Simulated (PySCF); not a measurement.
C2H8N, SMILES CC[NH3+], charge +1. Atoms are numbered in the order given.

```xyz
11

C     -0.2679    -1.2960     0.0000
C      0.6049    -0.0576     0.0000
N     -0.2433     1.2059     0.0000
H      0.3810    -2.1841     0.0000
H     -0.9033    -1.3531    -0.8980
H     -0.9033    -1.3531     0.8980
H      1.2443     0.0083     0.8917
H      1.2443     0.0083    -0.8917
H      0.3313     2.0611     0.0000
H     -0.8568     1.2467     0.8277
H     -0.8568     1.2467    -0.8277
```
Charge +1, spin multiplicity 1.

Geometry: B3LYP-D3(BJ)/def2-SVP. The isomer is the one that the SMILES or the coordinates give; other isomers of the formula were not compared.

These are PySCF with SMD-PBE0/6-31G* values and carry that method's errors.

Solvation free energies are E(SMD) − E(gas) at the gas-phase geometry, for 1 M in both phases.

### Question
Rank water, ethylethanoate, methanol by solvation free energy, most negative first.

### Answer
methanol (-72.5 kcal/mol), water (-70.6 kcal/mol), ethylethanoate (-62.2 kcal/mol)
